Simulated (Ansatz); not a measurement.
`FB(F)[Si](F)(F)F` + H₂O → `OB(F)F` + `F[SiH](F)F`  (formal hydrolysis of a B–Si bond)

Calculated with Ansatz (gas phase, PBE0-D4/def2-TZVP geometries, no zero-point term in ΔE). CBS: MP2 limit from def2 TZ/QZ plus the TZ coupled-cluster correction, frozen cores. This one scheme is used for every species. DFT in def2-TZVPP. B3LYP here is the variant with VWN-RPA as its local correlation; programs differ in this. One conformer a species, not always the lowest.

`FB(F)[Si](F)(F)F`:

Cartesian coordinates in Å:
```
F -1.105 1.349 1.346
B -0.619 0.174 1.023
F -0.823 -0.825 1.850
Si 0.419 -0.110 -0.696
F 1.879 -0.620 -0.390
F -0.289 -1.188 -1.604
F 0.537 1.221 -1.530
```

H₂O:

Cartesian coordinates in Å:
```
O -0.034 0.034 -0.386
H -0.320 -0.699 0.163
H 0.354 0.665 0.223
```

`OB(F)F`:

Z-matrix (Å, degrees):
```
B
O 1 1.345
F 1 1.327 2 122.2
F 1 1.317 2 119.5 3 -180.0
H 2 0.960 1 113.5 3 -0.0
```

`F[SiH](F)F`:

Cartesian coordinates in Å:
```
F 1.302 0.302 -0.802
Si -0.032 0.009 -0.023
F -0.034 0.870 1.293
F -0.043 -1.511 0.383
H -1.194 0.330 -0.850
```

(1) Is it downhill or uphill in electronic energy at CCSD(T)/CBS, and by how much? (An estimate is asked.)

(2) What do these levels give: revPBE-D4, B97M-V, B3LYP-D4, BHLYP-D4, ωB97X-V, B2PLYP, revPBE, CAM-B3LYP, LC-ωPBE, HF/def2-SVP, HF/def2-QZVPP, MP2/CBS(def2)? (An estimate is asked.)

Largest T1 diagnostic among the species: 0.013.

Results:

(1) The calculation gave: Downhill: ΔE = -38.9 kcal/mol.

(2) The calculation gave: revPBE-D4 -34.5, B97M-V -40.4, B3LYP-D4 -38.7, BHLYP-D4 -41.4, ωB97X-V -38.4, B2PLYP -40.5, revPBE -35.5, CAM-B3LYP -40.9, LC-ωPBE -38.4, HF/def2-SVP -49.1, HF/def2-QZVPP -45.4, MP2/CBS(def2) -40.0 kcal/mol.

At CCSD(T), def2-SVP lies −7.1 kcal/mol from the extrapolated value and def2-TZVPP −1.0 kcal/mol. From BLYP to BHLYP (50 % exact exchange), in def2-TZVPP and without D4, ΔE moves by −4.5 kcal/mol.
